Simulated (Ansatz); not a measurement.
Geometry optimisation, DFT PBE-D3(BJ), scalar-relativistic, plane waves, PAW in Ansatz.

Input:

```yaml
crystal:
  lattice:
    - [0.0, 5.43, 5.43]
    - [5.43, 0.0, 5.43]
    - [5.43, 5.43, 0.0]
  atoms:
    - { symbol: Si, position: [0.0, 0.0, 0.0] }
    - { symbol: Si, position: [0.125, 0.125, 0.125] }
    - { symbol: Si, position: [0.0, 0.0, 0.5] }
    - { symbol: Si, position: [0.125, 0.125, 0.625] }
    - { symbol: Si, position: [0.0, 0.5, 0.0] }
    - { symbol: Si, position: [0.125, 0.625, 0.125] }
    - { symbol: Si, position: [0.0, 0.5, 0.5] }
    - { symbol: Si, position: [0.125, 0.625, 0.625] }
    - { symbol: Si, position: [0.5, 0.0, 0.0] }
    - { symbol: Si, position: [0.625, 0.125, 0.125] }
    - { symbol: Si, position: [0.5, 0.0, 0.5] }
    - { symbol: Si, position: [0.625, 0.125, 0.625] }
    - { symbol: Si, position: [0.5, 0.5, 0.0] }
    - { symbol: Si, position: [0.625, 0.625, 0.125] }
    - { symbol: Si, position: [0.5, 0.5, 0.5] }
    - { symbol: Si, position: [0.625, 0.625, 0.625] }
    - { symbol: Al, position: [0.30682955, 1.05043696, 0.82860404], spin: 1.0 }
magnetization:
  spin_polarized: true
basis:
  ecutwfc: 420.0
kpoints:
  mp_grid: { grid: [2, 2, 2] }
hamiltonian:
  xc: pbe
  dispersion: d3bj
  pseudopotentials: { kind: paw, azcp: { folder: soft_1 } }
scf:
  occupations: { method: gaussian, width: 0.05 }
  lower_state_search: "off"
relax:
  f_tol: 0.03
  max_steps: 60
  adjacent_minimum: "off"
```

Run as:

```bash
$ ansatz run input.yaml --threads 2 --pin off --max-ram 5120MiB --backend cpu --events-out ev --progress --plain --runs-dir out
```

Question: Where does it end, and by what steps?

Answer: The run converged. Limits of this set-up: coarse k mesh. After 8 steps the energy has fallen by 2.128 eV; Al17 moved furthest, 1.04 Å. Joined: Si13–Al17.

```csv
step,energy less start (eV),largest force component (eV/Å),accepted
0,0.0000,3.322,yes
1,-1.0216,1.341,yes
2,-1.4062,0.550,yes
3,-1.5999,0.544,yes
4,-1.8116,0.436,yes
5,-1.9657,0.225,yes
6,-2.1013,0.120,yes
7,-2.1276,0.038,yes
8,-2.1280,0.008,yes
```

```xyz
17
Lattice="0.0000 5.4300 5.4300 5.4300 0.0000 5.4300 5.4300 5.4300 0.0000" Properties=species:S:1:pos:R:3
Si 0.089 -0.084 -0.013
Si 1.414 1.321 1.391
Si 2.742 2.692 0.021
Si 4.113 4.020 1.391
Si 2.742 -0.050 2.763
Si 4.114 1.321 4.091
Si 5.485 2.693 2.763
Si 6.829 4.036 4.107
Si 0.089 2.726 2.797
Si 1.399 4.036 4.107
Si 2.709 5.346 2.797
Si 4.113 6.751 4.122
Si 2.708 2.726 5.417
Si 4.114 4.052 6.822
Si 5.485 5.380 5.450
Si 6.813 6.751 6.822
Al 9.544 6.751 6.822
```

Whether the end is a true minimum wasn't checked by a vibrational analysis.

The run took 100 s on 2 threads of Arm Neoverse V1, on a shared host, peak memory 0.68 GiB.
